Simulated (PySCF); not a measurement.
ClHSSe, SMILES [Se](Cl)S. Coordinates come from a B3LYP-D3(BJ)/def2-TZVP optimisation. Other conformers were not sampled.

Computed equilibrium geometry at B3LYP-D3(BJ)/def2-TZVP (PySCF confirms it by a frequency run) as bond lengths and angles (one conformer of several):
Atoms: Se1 Cl2 S3 H4. Bond lengths (Å): Se1–Cl2 2.215, Se1–S3 2.174, S3–H4 1.349. Angles (°): Cl2–Se1–S3 104.1, Se1–S3–H4 98.5.
